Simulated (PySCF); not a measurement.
SMILES [SiH3]/C=C/[Si](Cl)(Cl)Cl, singlet (CAM-B3LYP/def2-SVP optimised geometry):

```
12

Si    -0.492    -0.346     0.000
C     -1.133    -1.226     1.531
C     -1.917    -0.656     2.457
Si    -2.549    -1.520     3.963
Cl    -1.875    -3.457     4.024
Cl    -4.600    -1.533     3.970
Cl    -1.921    -0.546     5.656
H      0.997    -0.346     0.000
H     -0.960    -1.053    -1.224
H     -0.997     1.053     0.000
H     -0.845    -2.276     1.677
H     -2.222     0.393     2.340
```

Method: CAM-B3LYP/def2-TZVP in PySCF.

**Question.** What are the frontier orbital energies and the dipole moment?

**Answer.** HOMO-2 -10.58 eV, HOMO-1 -10.22 eV, HOMO -9.86 eV, LUMO -0.45 eV, LUMO+1 1.14 eV; dipole moment 1.79 D.

On the same geometry PBE/def2-TZVP in PySCF 2.14.0 gives HOMO-2 -7.80 eV, HOMO-1 -7.56 eV, HOMO -7.41 eV, LUMO -2.57 eV, LUMO+1 -1.02 eV; dipole moment 1.65 D.

Meta-Löwdin charges at CAM-B3LYP/def2-TZVP: Si1 0.52, C2 -0.30, C3 -0.36, Si4 1.01, Cl5 -0.28, Cl6 -0.28, Cl7 -0.28, H8 -0.09, H9 -0.09, H10 -0.10, H11 0.13, H12 0.13.
